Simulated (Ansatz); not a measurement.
Isolated molecules relaxed with PBE0-D4/def2-TZVP in Ansatz; ΔE leaves out vibrations. CCSD(T)/CBS adds triple-zeta CCSD(T) − MP2 to the extrapolated MP2 energy (def2 sets, frozen cores). DFT in def2-TZVPP. B3LYP here is the variant with VWN-RPA as its local correlation; programs differ in this. For Ge outer-core shells are correlated without core-valence functions, which leaves a few kJ/mol of doubt a bond. Scalar relativity is left out up to krypton. One conformer a species, not always the lowest.

Consider the formal exchange of groups at a B–C bond: `BC(=O)OC` + `C[O][GeH2][CH3]` → `B[O][GeH2][CH3]` + `COC(C)=O`.

```csv
level,ΔE (eV),difference from CCSD(T)/CBS
PBE-D4,-2.22,0.13
r2SCAN-D4,-2.31,0.04
PBE0-D4,-2.32,0.03
ωB97X-V,-2.33,0.02
B2PLYP,-2.33,0.02
r2SCAN,-2.31,0.04
PBE0,-2.31,0.04
B3LYP,-2.28,0.07
MP2/def2-TZVPP,-2.43,-0.08
SCS-MP2/def2-TZVPP,-2.39,-0.04
CCSD/def2-TZVPP,-2.38,-0.03
CCSD(T)/def2-TZVPP,-2.37,-0.02
HF/def2-QZVPP,-2.39,-0.04
SCS-MP2/def2-QZVPP,-2.38,-0.03
HF/CBS(def2),-2.39,-0.04
CCSD/CBS(def2),-2.36,-0.01
CCSD(T)/CBS,-2.35,0
```

Largest T1 diagnostic among the species: 0.018.

From PBE to PBE0 (25 % exact exchange), in def2-TZVPP and without D4, ΔE moves by −0.10 eV.
